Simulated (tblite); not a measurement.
Species: C6H8NP.
SMILES: `Cc1cncpc1C`

Level: GFN2-xTB in tblite, geometry and Hessian alike; calculated harmonic values, unscaled, isolated species. Errors from tens to a few hundred cm⁻¹ against measured bands are possible.

Harmonic wavenumbers (cm⁻¹): 120.3, 130.9, 159.7, 207.8, 303.4, 316.8, 362.1, 407.4, 471.0, 476.8, 625.2, 668.7, 757.5, 799.7, 835.1, 870.0, 938.0, 1004.5, 1005.4, 1026.1, 1117.7, 1159.0, 1193.9, 1257.7, 1327.2, 1373.2, 1397.5, 1406.5, 1468.9, 1469.7, 1484.1, 1484.9, 1504.9, 1524.8, 2989.4, 2997.9, 3000.5, 3003.1, 3014.2, 3024.3, 3030.9, 3043.6.

A = 2486, B = 1903, C = 1092 MHz; mass 125.039 u (most abundant isotopes); point group Cs, symmetry number 1.

Problem. Zero-point energy?

Solution. Half the sum of the wavenumbers: 27380 cm⁻¹ = 78.28 kcal/mol.

Problem. Give the ideal-gas entropy at 273.15 K and 1 bar in the rigid-rotor, harmonic-oscillator model (classical rotation).

Solution. Translation 39.98, rotation 28.26, vibration 17.11: S = 85.3 cal/(mol K).

Problem. And Cp and H(273.15 K) − H(0)?

Solution. Cp = 30.02 cal/(mol K), of which vibrations give 22.07 (their classical limit is 42 R = 83.5); H(273.15 K) − H(0) = 4.96 kcal/mol without the zero-point energy, 2.79 from vibrations.

Problem. What must be added to the electronic energy to get the Gibbs energy at 273.15 K and 1 bar?

Solution. ZPE + [H(273.15 K) − H(0)] − T·S = 78.28 + 4.96 − 23.31 = 59.93 kcal/mol.

Problem. How do the functions run with temperature in this model?

Solution. 
```json
{"T (K)": "100", "S (cal/(mol K))": "63.9", "Cp (cal/(mol K))": "15.0", "H − H(0) (kcal/mol)": "1.05", "G − H(0) (kcal/mol)": "-5.34", "ln q(vib)": "0.55"}
{"T (K)": "200", "S (cal/(mol K))": "77.0", "Cp (cal/(mol K))": "23.7", "H − H(0) (kcal/mol)": "2.99", "G − H(0) (kcal/mol)": "-12.41", "ln q(vib)": "2.14"}
{"T (K)": "300", "S (cal/(mol K))": "88.3", "Cp (cal/(mol K))": "32.3", "H − H(0) (kcal/mol)": "5.80", "G − H(0) (kcal/mol)": "-20.69", "ln q(vib)": "3.98"}
{"T (K)": "500", "S (cal/(mol K))": "108.6", "Cp (cal/(mol K))": "47.9", "H − H(0) (kcal/mol)": "13.89", "G − H(0) (kcal/mol)": "-40.41", "ln q(vib)": "7.92"}
{"T (K)": "800", "S (cal/(mol K))": "134.7", "Cp (cal/(mol K))": "62.9", "H − H(0) (kcal/mol)": "30.71", "G − H(0) (kcal/mol)": "-77.03", "ln q(vib)": "13.82"}
{"T (K)": "1000", "S (cal/(mol K))": "149.4", "Cp (cal/(mol K))": "69.3", "H − H(0) (kcal/mol)": "43.97", "G − H(0) (kcal/mol)": "-105.48", "ln q(vib)": "17.55"}
```

q(vib) and H(0) count from the zero-point level.

Problem. Blend soft modes into free rotors: weight 1/[1 + (100 cm⁻¹/ν̃)⁴] for the oscillator and the rest for a rotor with moment μB/(μ + B), μ = h/(8π²ν), B = 10⁻⁴⁴ kg m². What vibrational entropy results?

Solution. 16.95 cal/(mol K) in place of 17.11, which changes −T·S at 273.15 K by +0.04 kcal/mol.

Problem. Which modes carry the vibrational entropy at 273.15 K?

Solution. 120.3 cm⁻¹: 2.93; 130.9 cm⁻¹: 2.76; 159.7 cm⁻¹: 2.39; 207.8 cm⁻¹: 1.90; 303.4 cm⁻¹: 1.25; 316.8 cm⁻¹: 1.19 cal/(mol K); the other 36 give 4.69 together.

Hindered rotation and anharmonicity are outside this model.
